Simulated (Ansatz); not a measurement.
Input file for Ansatz (a quantum-chemistry and plane-wave program): R-wB97M-V/def2-TZVPP on H3NOSn (SMILES [NH2][Sn][OH]), a point of a torsion scan. Elements past Kr take the def2 small-core potentials; no spin–orbit coupling.

Ansatz 0.2 input:
```yaml
crystal:
  periodic: [false, false, false]
  atoms:
    - {symbol: N, position_ang: [-1.23250449, -0.08735046, -0.00928092]}
    - {symbol: Sn, position_ang: [0.60488510, -1.02314120, 0.49403141]}
    - {symbol: O, position_ang: [1.18896994, 0.17135061, 2.04465477]}
    - {symbol: H, position_ang: [-2.08851123, -0.40137135, 0.43783958]}
    - {symbol: H, position_ang: [-1.22784185, 0.92054078, 0.13369066]}
    - {symbol: H, position_ang: [0.72105014, 0.90383359, 2.43799131]}
basis:
  gaussian:
    orbitals: def2-TZVPP
hamiltonian:
  xc: {name: wB97M-V}
scf: {lower_state_search: off}
```

It printed:

```
WARN ansatz: RAYON_NUM_THREADS=1 ignored (pool sized by the plan → 1); use --threads N
Functional definition: wB97M-V
these checks for a lower state are left out or cut short: stability, starts, cluster_reference, orbital_swaps, neighbouring_geometries, increment
integrals: 0.08 GiB planned
915 factors; their error is unknown
integrals: 0.11 GiB planned
204 factors; integrals over basis functions are off by at most 1.9e-5 eV
mean field: 0.73 GiB planned
mean field evaluation 1: about -9406.6738 eV, gradient 7.6e1 eV
mean field evaluation 2: about -9397.3731 eV, gradient 1.0e2 eV
mean field evaluation 4: about -9417.2209 eV, gradient 6.3e0 eV
mean field evaluation 8: about -9417.3475 eV, gradient 2.7e-1 eV
mean field evaluation 16: about -9417.3477 eV, gradient 1.0e-4 eV
mean field -9417.34766041 eV, -346.0811432127 hartree, gradient 6.4e-6 eV, S^2 0.000000; 0 other end points of the search recorded, 0 dependent functions left out
reference -9417.34770830 eV, -346.0811449725 hartree; 20, 20 occupied and 134, 134 virtual orbitals, 915 factors
Total energy: -9417.34770830 eV, -346.0811449725 hartree
Checks for a lower state left out: stability, starts, cluster_reference, orbital_swaps, neighbouring_geometries, increment
```

The calculation finished and met its thresholds.

Cost: very roughly 5 core-seconds.
